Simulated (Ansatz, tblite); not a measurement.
Removing an electron: Si(OEt)H3 (C2H8OSi). The state is a singlet with charge 0. Geometry: r2SCAN-D4/def2-SVP. Ansatz, gas phase; energy differences of separate SCF runs; the oxidised species was run as a doublet alone.

```xyz
12

Si   -1.886   -0.727    0.498
O    -0.240   -0.625    0.262
C     0.397    0.530   -0.261
C     1.888    0.288   -0.320
H     0.004    0.758   -1.273
H     0.176    1.411    0.376
H     2.410    1.169   -0.725
H     2.282    0.078    0.686
H     2.110   -0.578   -0.962
H    -2.152   -2.081    1.051
H    -2.629   -0.544   -0.789
H    -2.359    0.321    1.458
```

The xTB rows come from tblite.

Question: Estimate orbital energies and vertical ionisation energies at: GFN1-xTB; GFN2-xTB; PBE-D4/def2-TZVP; r2SCAN-D4/def2-TZVP; PBE0-D4/def2-TZVP.

Answer: 
| level | −HOMO (eV) | vertical IE (eV) | −LUMO (eV) | HOMO–LUMO gap (eV) |
| --- | --- | --- | --- | --- |
| GFN1-xTB | 12.28 | 15.12 | 5.02 | 7.26 |
| GFN2-xTB | 11.15 | 13.96 | 4.71 | 6.44 |
| PBE-D4/def2-TZVP | 6.55 | 9.83 | 0.56 | 5.99 |
| r2SCAN-D4/def2-TZVP | 6.87 | 9.98 | 0.10 | 6.78 |
| PBE0-D4/def2-TZVP | 8.06 | 10.19 | -0.32 | 8.37 |

 Raw xTB energy differences between charge states are shifted by several eV; the methods need an empirical correction for them.
